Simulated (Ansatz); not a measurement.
`C=C[SiH2]O[SiH3]` + HCl → `C=C[SiH2]Cl` + `O[SiH3]` at 400 K and 1 bar (ligand exchange at the Si–O bond).

Calculated with Ansatz (gas phase, PBE0-D4/def2-TZVP geometries, no zero-point term in ΔE). CCSD(T)/CBS adds triple-zeta CCSD(T) − MP2 to the extrapolated MP2 energy (def2 sets, frozen cores). This one scheme is used for every species. One conformer a species, not always the lowest.

```tsv
species	CCSD(T)/CBS energy (Eh)	H − E (kJ/mol)	S (J/(mol·K))
`C=C[SiH2]O[SiH3]`	-734.31143	274.0	426.4
HCl	-460.38127	29.6	195.4
`C=C[SiH2]Cl`	-827.99751	188.1	348.1
`O[SiH3]`	-366.69042	120.0	276.4
```

H − E and S are ideal-gas, rigid-rotor, harmonic terms from PBE0-D4/def2-TZVP, for one conformer and one mirror image of each species. 1 Eh = 2625.50 kJ/mol, R = 8.31446 J/(mol·K).

**Question.** By hand: ΔE, ΔH, ΔS and ΔG.

**Answer.** ΔE = (-827.99751) + (-366.69042) − (-734.31143) − (-460.38127) = 0.00477 Eh = 12.5 kJ/mol. Δ(H − E) = 188.1 + 120.0 − 274.0 − 29.6 = 4.5, so ΔH = 17.0 kJ/mol. ΔS = 348.1 + 276.4 − 426.4 − 195.4 = 2.7 J/(mol·K). ΔG = 17.0 − 400 × (2.7)/1000 = 15.9 kJ/mol.

**Question.** By hand: the equilibrium constant, and the temperature at which ΔG would vanish if ΔH and ΔS stayed fixed.

**Answer.** log₁₀ K = −ΔG/(RT ln 10) = -2.1. ΔG = 0 at ΔH/ΔS = 6296 K, far beyond where these terms or the molecules hold.

The number of gas molecules stays the same, so ΔS is small and ΔH decides. A doubt of 5 kJ/mol in ΔE shifts log₁₀ K by 0.7 here. Other conformers and mirror images would add mixing entropy, several J/(mol·K) or more a flexible species. Modes under 60 cm⁻¹, often nearly free rotors, make the harmonic entropy too high. These are equilibria of isolated gas molecules and say nothing of rates. Largest T1 diagnostic: 0.011 (customary marks: 0.02 for closed shells, 0.045 for open ones).
